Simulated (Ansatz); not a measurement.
The same path of AlBClFH$_{2}$O (7 atoms, charge 0, multiplicity 1) was run twice with different band settings. The coordinate that changes most is the dihedral F3–Al2–B4–Cl5.

Theory: Ansatz 0.2.0, RKS PBE0/cc-pVDZ.

Relaxed end points:

```xyz
7
Properties=species:S:1:pos:R:3
O -0.644 1.166 -1.386
Al -0.413 -0.272 -0.469
F -1.190 -1.688 -0.987
B 0.811 -0.294 1.272
Cl 1.638 1.167 1.767
H -1.198 1.177 -2.173
H 0.995 -1.256 1.976
```

```xyz
7
Properties=species:S:1:pos:R:3
O -1.293 1.267 -0.849
Al -0.412 -0.162 -0.465
F -0.744 -1.572 -1.346
B 1.051 -0.122 1.078
Cl 2.139 -1.481 1.277
H -1.951 1.285 -1.550
H 1.211 0.785 1.856
```

Common settings: climbing image yes; spring 5.0 eV/Å²; optimiser quadratic models (default); start path IDPP; force threshold 0.05 eV/Å; iteration limit 60; end points relaxed.

| run | movable images |
| --- | --- |
| 1 | 5 |
| 2 | 1 |

(1) What does each run give, and how far can it be trusted?

Results:

(1) Run 1: converged after 5 iterations, highest image 0.000 eV above the first end. The highest image is an end point: on this band no image between the ends rises above it.
Run 2: converged after 5 iterations, highest image 0.000 eV above the first end. The highest image is an end point: on this band no image between the ends rises above it. So few images can step over the top or miss a turn of the path.
